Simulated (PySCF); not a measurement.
**Vibration and rotation of NaZn**

PBE0 constants of NaZn, ²Σ⁺ (doublet), unpaired electrons σ ↑ (basis Na def2-SVPD, Zn def2-SVPD; no relativity; PySCF 2.14; masses 22.9898 and 63.9291 u):

- ωe: 106.2 cm⁻¹
- ωexe: 1.49 cm⁻¹
- Be: 0.10135 cm⁻¹
- αe: 0.00159 cm⁻¹
- D (centrifugal): 3.69e-07 cm⁻¹
- De to Na + Zn: 0.214 eV

(1) Give the vibrational terms G(v) and spacings up to v = 6.

(2) How well does the Morse estimate ωe²/(4ωexe) reproduce De, and what is D0?

The bond is weak. Basis-set superposition, not corrected here, can be much of De in a small basis, most of all at correlated wavefunction levels. Functionals without a dispersion term scatter widely for such bonds, and LDA overbinds them. The state is the lowest determinant that a PBE0 search found; another state may lie lower at other levels.

Results:

(1) G(v) = ωe(v+½) − ωexe(v+½)².

| v | G(v) (cm⁻¹) | G(v) − G(v−1) | Bv (cm⁻¹) |
| --- | --- | --- | --- |
| 0 | 53 |  | 0.1006 |
| 1 | 156 | 103 | 0.0990 |
| 2 | 256 | 100 | 0.0974 |
| 3 | 353 | 97 | 0.0958 |
| 4 | 448 | 94 | 0.0942 |
| 5 | 539 | 91 | 0.0926 |
| 6 | 627 | 88 | 0.0910 |

(2) It gives 0.235 eV, 110 % of the computed De. D0 = De − G(0) = 0.214 − 0.007 = 0.207 eV.
